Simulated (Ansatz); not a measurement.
# Match the barriers

Saddle point of SiNH4Cl2F, closed shell (SiHCl₂F ([F][SiH]([Cl])[Cl]) + NH₃ → SiNH₃Cl₂ ([NH2][SiH]([Cl])[Cl]) + HF; bonds formed: F2–H6; dative contacts that become bonds: Si1–N7; bonds broken: Si1–F2, H6–N7), PBE0-D4/def2-TZVP structure:

```csv
atom,x (Å),y (Å),z (Å)
Si1,-0.4420,0.2169,-0.6089
F2,1.6079,0.7730,-0.5153
Cl3,0.0554,-1.0736,-2.0989
Cl4,-2.4440,-0.2792,-0.2368
H5,-0.5732,1.6504,-0.8671
H6,1.3060,0.2136,0.4756
N7,0.2975,-0.3090,0.9685
H8,0.3050,-1.3148,1.0945
H9,-0.1125,0.1228,1.7883
```

Computed with Ansatz 0.2.0 (basis: def2-TZVPP, with def2-QZVPP for the basis limit); correlated methods freeze the cores. B3LYP uses VWN-RPA correlation. Extrapolation: Hartree–Fock as exp(−7.88 √X), correlation as X^−2.97. Four methods, as single points on the PBE0-D4 structures, gave these electronic barriers from the start structure: 117.7, 126.9, 135.9, 167.0 kJ/mol.

Q: The methods were, in alphabetical order, B3LYP-D4, BLYP-D4, CCSD(T), HF. Which gave which? (Judge from chemistry; the calculation decides.)

A: By the calculation: BLYP-D4 117.7; B3LYP-D4 126.9; CCSD(T) 135.9; HF 167.0 kJ/mol. For comparison, CCSD(T) at an estimated basis limit (MP2 extrapolated from triple and quadruple zeta, plus CCSD(T) − MP2 in triple zeta) gives 136.3 kJ/mol.

The T1 diagnostic stays at or below 0.011.

The step is the kind of exchange with an N–H group that builds nitride films in atomic layer and chemical vapour deposition.

Labels in which every atom is bracketed show which atoms are joined, not bond orders.

For scale, one of the runs: CCSD(T)/def2-TZVPP, 244 basis functions, launched by `ansatz run in.yaml --threads 8 --pin off --events-out ev --progress --plain --max-ram 19148MiB`. Time: 52 s of wall clock on 8 CPU threads of an Intel Xeon Platinum 8375C; the host was shared. Peak host memory: 4.7 GiB.
